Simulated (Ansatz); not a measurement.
A structure relaxed at B3LYP-D4/def2-SVP in Ansatz, charge 0, singlet:

```xyz
5

Fe    0.364   -0.344    1.006
Fe   -0.470   -1.340   -0.574
Fe   -0.472    0.699   -0.742
S    -0.886    1.380    1.247
S     1.464   -0.395   -0.937
```

Give its formula and point group.

the cluster Fe3S2. Point group Cs (tolerance 0.1 Å).

Summarise the bond lengths by kind (pairs closer than 1.2 times the sum of covalent radii, bridged metal pairs left out).

5 × Fe–S 2.14 to 2.23 Å.

The restricted singlet is unstable towards broken spin symmetry in Hartree–Fock (as tested in another run); at B3LYP-D4/def2-SVP this wasn't settled. Another isomer (singlet) lies 0.31 eV lower at PBE0-D4/def2-TZVP; other spin states weren't run for this one.
